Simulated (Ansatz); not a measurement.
Geometry optimisation, RKS B3LYP/def2-SVP (Ansatz 0.2.0).

Input:

```yaml
crystal:
  periodic: [false, false, false]
  atoms:
    - { symbol: C, position_ang: [-1.55739, -0.03982, -0.91488] }
    - { symbol: C, position_ang: [-0.6997, 0.07393, -0.0753] }
    - { symbol: B, position_ang: [0.40779, 0.1977, 0.93131] }
    - { symbol: S, position_ang: [2.08019, -0.1531, 0.46304] }
    - { symbol: H, position_ang: [-2.32294, -0.13035, -1.63026] }
    - { symbol: H, position_ang: [0.22179, 0.52196, 2.03861] }
    - { symbol: H, position_ang: [1.87026, -0.47034, -0.81253] }
basis:
  gaussian: { orbitals: def2-SVP }
hamiltonian:
  xc: b3lyp
relax:
  f_tol: 0.02
  max_steps: 50
output:
  orbitals: {}
```

Run as:

```bash
$ ansatz run input.yaml --threads 1 --pin off --max-ram 2048MiB --backend cpu --events-out ev --progress --plain --runs-dir out
```

Problem. Where does it end, and by what steps?

Solution. The run converged. After 4 steps the energy has fallen by 0.062 eV; H7 moved furthest, 0.12 Å.

```tsv
step	energy less start (eV)	largest force component (eV/Å)	accepted
0	0.0000	0.839	yes
1	-0.0559	0.245	yes
2	-0.0611	0.056	yes
3	-0.0615	0.046	yes
4	-0.0620	0.014	yes
```

```xyz
7
Properties=species:S:1:pos:R:3
C -1.617 -0.032 -0.918
C -0.709 0.066 -0.109
B 0.416 0.188 0.899
S 2.130 -0.147 0.511
H -2.421 -0.116 -1.626
H 0.214 0.523 2.037
H 1.987 -0.481 -0.795
```

Run time: 14 s on 1 thread of Arm Neoverse V1, with other jobs on the host, peak memory 0.14 GiB.
